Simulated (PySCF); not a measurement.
# Mg (magnesium, neutral) across methods

[Ne] 3s2, closed-shell 1S. All numbers are calculated (PySCF 2.14, no relativity, point nucleus, in def2-TZVPPD).

```csv
method,E (hartree),mean ε 2s (eV),mean ε 2p (eV),mean ε 3s (eV),Σ⟨r²⟩ (bohr²),⟨S²⟩
PBE0,-199.9608,-85.574,-50.776,-5.425,28.37,0.000
UHF,-199.60665,-102.51,-62.083,-6.884,29.61,0.000
M06,-200.0557,-86.018,-51.003,-5.290,27.26,0.000
B97-3,-200.0477,-86.059,-51.075,-5.426,28.02,0.000
r2SCANh,-200.0317,-84.699,-49.604,-5.079,28.64,0.000
r2SCAN,-200.0333,-82.685,-48.137,-4.812,28.65,0.000
wB97M-V,-200.0595,-88.228,-53.093,-7.143,28.05,0.000
PBE,-199.9430,-79.580,-46.695,-4.700,28.23,0.000
```

Estimate the same row for LDA.

E (hartree) = -199.1232; mean ε 2s (eV) = -79.035; mean ε 2p (eV) = -46.825; mean ε 3s (eV) = -4.773; Σ⟨r²⟩ (bohr²) = 27.96; ⟨S²⟩ = 0.000.
